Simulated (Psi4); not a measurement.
H4NSi (SMILES [NH][SiH3]), doublet, at a GFN2-xTB geometry; Psi4 with CISD/cc-pVTZ.

Input for Psi4:
```
memory 2 GB

molecule mol {
0 2
  N     1.072844   -0.472334   -0.037573
  Si   -0.466234    0.176594    0.025059
  H     1.908143    0.009852   -0.325644
  H    -0.919697   -0.037797    1.412548
  H    -1.295333   -0.714284   -0.808995
  H    -0.675749    1.576251   -0.365727
}

set basis cc-pvtz
set reference uhf

energy('cisd')
print_variables()
```

Output, abridged:

```
Traceback (most recent call last):
  File "psi4", line 375, in <module>
  File "<string>", line 27, in <module>
  File "site-packages/psi4/driver/driver.py", line 461, in energy
  File "site-packages/psi4/driver/task_planner.py", line 255, in task_planner
  File "site-packages/psi4/driver/driver_util.py", line 222, in negotiate_derivative_type
  File "site-packages/psi4/driver/driver_util.py", line 355, in highest_analytic_derivative_available

psi4.driver.p4util.exceptions.MissingMethodError: Method=cisd is not available for any derivative level under conditions CI_TYPE=CONV, REFERENCE=UHF, FREEZE_CORE=FALSE, QC_MODULE=(auto). See https://psicode.org/psi4manual/master/introduction.html#ss-cisd. Or did you mean? ccd ccsd cisdt cisdtq qcisd lccsd ci2 ci3 ci4 ci5 ci6 ci7 ci8 ci9 ci10 ci11 ci12 ci13 ci14 ci15 ci16 ci17 ci18 ci19 ci20 ci21 ci22 ci23 ci24 ci25 ci26 ci27 ci28 ci29 ci30 ci31 ci32 ci33 ci34 ci35 ci36 ci37 ci38 ci39 ci40 ci41 ci42 ci43 ci44 ci45 ci46 ci47 ci48 ci49 ci50 ci51 ci52 ci53 ci54 ci55 ci56 ci57 ci58 ci59 ci60 ci61 ci62 ci63 ci64 ci65 ci66 ci67 ci68 ci69 ci70 ci71 ci72 ci73 ci74 ci75 ci76 ci77 ci78 ci79 ci80 ci81 ci82 ci83 ci84 ci85 ci86 ci87 ci88 ci89 ci90 ci91 ci92 ci93 ci94 ci95 ci96 ci97 ci98

Printing out the relevant lines from the Psithon --> Python processed input file:
      H    -0.675749    1.576251   -0.365727
    ""","mol")
    core.IO.set_default_namespace("mol")
    core.set_global_option("BASIS", "cc-pvtz")
    core.set_global_option("REFERENCE", "uhf")
--> energy('cisd')
    print_variables()

!----------------------------------------------------------------------------------!
!                                                                                  !
!  Method=cisd is not available for any derivative level under conditions          !
!     CI_TYPE=CONV, REFERENCE=UHF, FREEZE_CORE=FALSE, QC_MODULE=(auto). See        !
!     https://psicode.org/psi4manual/master/introduction.html#ss-cisd. Or did you  !
!     mean? ccd ccsd cisdt cisdtq qcisd lccsd ci2 ci3 ci4 ci5 ci6 ci7 ci8 ci9 ci10 !
!     ci11 ci12 ci13 ci14 ci15 ci16 ci17 ci18 ci19 ci20 ci21 ci22 ci23 ci24 ci25   !
!     ci26 ci27 ci28 ci29 ci30 ci31 ci32 ci33 ci34 ci35 ci36 ci37 ci38 ci39 ci40   !
!     ci41 ci42 ci43 ci44 ci45 ci46 ci47 ci48 ci49 ci50 ci51 ci52 ci53 ci54 ci55   !
!     ci56 ci57 ci58 ci59 ci60 ci61 ci62 ci63 ci64 ci65 ci66 ci67 ci68 ci69 ci70   !
!     ci71 ci72 ci73 ci74 ci75 ci76 ci77 ci78 ci79 ci80 ci81 ci82 ci83 ci84 ci85   !
!     ci86 ci87 ci88 ci89 ci90 ci91 ci92 ci93 ci94 ci95 ci96 ci97 ci98             !
!                                                                                  !
!----------------------------------------------------------------------------------!
```

The input was rejected before any calculation.
